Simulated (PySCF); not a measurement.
4-fluorobenzenesulfonic acid, C6H5FO3S.
Z-matrix (Å and degrees, PBE0-D3(BJ)/def2-SVP geometry), rows numbered from 1:
```
O 
S   1  1.4436
O   2  1.4524  1  122.95
O   2  1.6240  1  105.39  3  -122.51
C   2  1.7688  1  108.60  3   128.33
C   5  1.3946  2  119.56  1  -154.90
C   6  1.3906  5  119.24  2  -179.26
C   7  1.3917  6  118.89  5    -0.20
F   8  1.3259  7  118.97  6  -179.94
C   8  1.3920  7  122.11  6    -0.40
C  10  1.3892  8  118.95  7     0.44
H   4  0.9696  2  107.78  1   152.44
H   6  1.0921  5  119.77  2     1.83
H   7  1.0915  6  121.71  5  -179.66
H  10  1.0913  8  119.36  7  -179.14
H  11  1.0917  5  119.64  2    -1.54
```

Theory: PBE0-D3(BJ)/def2-SVP geometry optimisation, gas phase in PySCF 2.14.0.

Take the most abundant isotopes and a rigid rotor. The values belong to one conformer with, in the numbering `[O:1]=[S:2](=[O:3])([OH:4])[c:5]1[cH:6][cH:7][c:8]([F:9])[cH:10][cH:11]1`, O1–S2–O4–H 152°, O1–S2–C5–C6 -155°.

What are A, B and C (MHz)?

Ia = 193.42, Ib = 919.02, Ic = 1010.20 u·Å²; 505379 MHz·u·Å²/I gives A = 2613, B = 549.9, C = 500.3 MHz.

Classify the top.

A near-prolate asymmetric top: κ = (2 × 549.9 − 2613 − 500.3)/(2613 − 500.3) = -0.95.

Is it planar, by Δ = Ic − Ia − Ib?

Not planar: Δ = Ic − Ia − Ib = -102.24 u·Å². For a rigid frame Δ = −2 Σ m c², so Σ m c² = 51.12 u·Å² lies off the ab plane: 3.25 from hydrogen and 47.87 from heavier atoms. The atom farthest from that plane is 1.79 Å away.

Give the other two planar moments, Paa and Pbb, and the rms extents of the mass along the axes.

Paa = Σ m a² = (Ib + Ic − Ia)/2 = 867.90 and Pbb = Σ m b² = (Ia + Ic − Ib)/2 = 142.29 u·Å². With the mass M = 175.99 u, the rms extents √(P/M) along a, b and c are 2.22, 0.90, 0.54 Å.

Give the coordinates in the principal-axis frame, origin at the centre of mass.

The sense of each axis is arbitrary; atoms in the order of the calculation.
| atom | mass (u) | a (Å) | b (Å) | c (Å) |
| --- | --- | --- | --- | --- |
| O1 | 15.995 | 2.310 | -1.250 | -0.687 |
| S2 | 31.972 | 1.868 | -0.003 | -0.110 |
| O3 | 15.995 | 2.328 | 1.292 | -0.580 |
| O4 | 15.995 | 2.251 | -0.097 | 1.465 |
| C5 | 12.000 | 0.099 | 0.005 | -0.072 |
| C6 | 12.000 | -0.583 | 1.221 | -0.070 |
| C7 | 12.000 | -1.973 | 1.220 | -0.024 |
| C8 | 12.000 | -2.643 | 0.001 | 0.015 |
| F9 | 18.998 | -3.969 | -0.002 | 0.057 |
| C10 | 12.000 | -1.968 | -1.216 | 0.001 |
| C11 | 12.000 | -0.579 | -1.214 | -0.044 |
| H12 | 1.008 | 2.389 | 0.806 | 1.791 |
| H13 | 1.008 | -0.023 | 2.157 | -0.122 |
| H14 | 1.008 | -2.548 | 2.148 | -0.026 |
| H15 | 1.008 | -2.539 | -2.146 | 0.018 |
| H16 | 1.008 | -0.014 | -2.147 | -0.073 |

Which types of transition are allowed, and where do some lines up to J = 4 fall?

The dipole components are |μa| = 2.73 D, |μb| = 1.27 D, |μc| = 2.05 D. The squared components, which scale the intensities, stand as 1.00 : 0.22 : 0.57 (a : b : c). Some lines, for components of 0.1 D or more:

```
type  branch         J(Ka,Kc)    MHz  lower level (cm⁻¹)
   b       R  3(0,3) ← 2(1,2)   1133               0.172
   c       Q  4(1,4) ← 4(0,4)   1851               0.350
   a       R  2(1,2) ← 1(1,1)   2051               0.104
   c       Q  1(1,1) ← 1(0,1)   2063               0.035
   a       R  2(0,2) ← 1(0,1)   2099               0.035
   b       Q  2(1,1) ← 2(0,2)   2163               0.105
   b       Q  3(1,2) ← 3(0,3)   2241               0.210
   b       R  4(0,4) ← 3(1,3)   2249               0.275
   b       Q  4(1,3) ← 4(0,4)   2347               0.350
   b       R  1(1,1) ← 0(0,0)   3113               0.000
   a       R  3(0,3) ← 2(0,2)   3147               0.105
   c       R  2(1,1) ← 1(0,1)   4263               0.035
   b       Q  4(2,2) ← 4(1,3)   6030               0.428
   b       Q  2(2,0) ← 2(1,1)   6190               0.177
   b       Q  2(2,1) ← 2(1,2)   6338               0.172
   c       R  3(2,2) ← 2(1,2)   9488               0.172
   b       R  4(2,3) ← 3(1,2)  10315               0.285
   b       Q  4(3,1) ← 4(2,2)  10429               0.629
   b       Q  3(3,0) ← 3(2,1)  10435               0.489
   b       Q  4(3,2) ← 4(2,3)  10442               0.629
   c       R  4(2,3) ← 3(1,3)  10613               0.275
   b       R  4(2,2) ← 3(1,3)  10626               0.275
   c       Q  4(4,1) ← 4(3,1)  14613               0.977
   c       R  4(3,2) ← 3(2,2)  14642               0.489
   b       R  4(4,1) ← 3(3,0)  18816               0.837
   c       R  4(4,0) ← 3(3,0)  18816               0.837
```

Whether it is a minimum is left open (no frequencies). Constants of a rigid frame at the computed geometry: no zero-point averaging, no centrifugal distortion.

Rough CPU time on one thread of a shared machine: about 9 min. This is the geometry optimisation.
